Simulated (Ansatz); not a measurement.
Relaxation of F₃H₃OSZr (9 atoms, charge 0, multiplicity 1), to a largest force component of 0.03 eV/Å in at most 50 steps.

Computed with Ansatz, RHF/def2-SVP.

```xyz
9
Properties=species:S:1:pos:R:3
Zr -0.114 0.145 -0.082
O -0.220 -0.088 1.915
H -0.538 0.286 2.721
F 1.631 0.616 -0.684
F -1.201 1.643 -0.509
F -0.869 -1.328 -1.029
S 1.710 -2.773 1.395
H 0.721 -3.629 1.137
H 0.919 -1.972 2.178
```

Problem. Where does it end, and by what steps?

Solution. The forces met the threshold. The force dipped under the threshold on the way, but the program's further checks kept it going. After 26 steps the energy has fallen by 0.323 eV; H9 moved furthest, 1.05 Å. Joined: Zr1–S7 (3.74 → 3.12 Å).

| step | energy less start (eV) | largest force component (eV/Å) | accepted |
| --- | --- | --- | --- |
| 0 | 0.0000 | 1.751 | yes |
| 1 | -0.1147 | 1.016 | yes |
| 2 | -0.1909 | 0.577 | yes |
| 3 | -0.2276 | 1.236 | yes |
| 4 | -0.2670 | 0.502 | yes |
| 5 | -0.2807 | 0.530 | yes |
| 6 | -0.2892 | 0.714 | yes |
| 7 | -0.2939 | 0.343 | yes |
| 8 | -0.2954 | 0.761 | yes |
| 9 | -0.3096 | 0.072 | yes |
| 10 | -0.3102 | 0.097 | yes |
| 11 | -0.3116 | 0.140 | yes |
| 12 | -0.3142 | 0.010 | yes |
| 13 | -0.3064 | 0.595 | no |
| 14 | -0.3146 | 0.149 | yes |
| 15 | -0.3056 | 0.491 | no |
| 16 | -0.3166 | 0.045 | yes |
| 17 | -0.3178 | 0.023 | yes |
| 18 | -0.3187 | 0.099 | yes |
| 19 | -0.3188 | 0.187 | yes |
| 20 | -0.3213 | 0.075 | yes |
| 21 | -0.3219 | 0.070 | yes |
| 22 | -0.3138 | 0.593 | no |
| 23 | -0.3217 | 0.090 | no |
| 24 | -0.3221 | 0.024 | yes |
| 25 | -0.3218 | 0.140 | no |
| 26 | -0.3226 | 0.024 | yes |

```xyz
9
Properties=species:S:1:pos:R:3
Zr -0.085 0.026 0.048
O -0.581 0.133 1.896
H -0.912 0.353 2.748
F 1.770 0.413 -0.281
F -0.923 1.543 -0.753
F -0.938 -1.407 -0.914
S 1.404 -2.594 0.870
H 0.385 -3.297 1.369
H 1.917 -2.271 2.060
```

Whether the end is a true minimum wasn't checked by a vibrational analysis.

Run time: 61 s on 2 threads of Arm Neoverse V1, with other jobs on the host, peak memory 0.28 GiB.
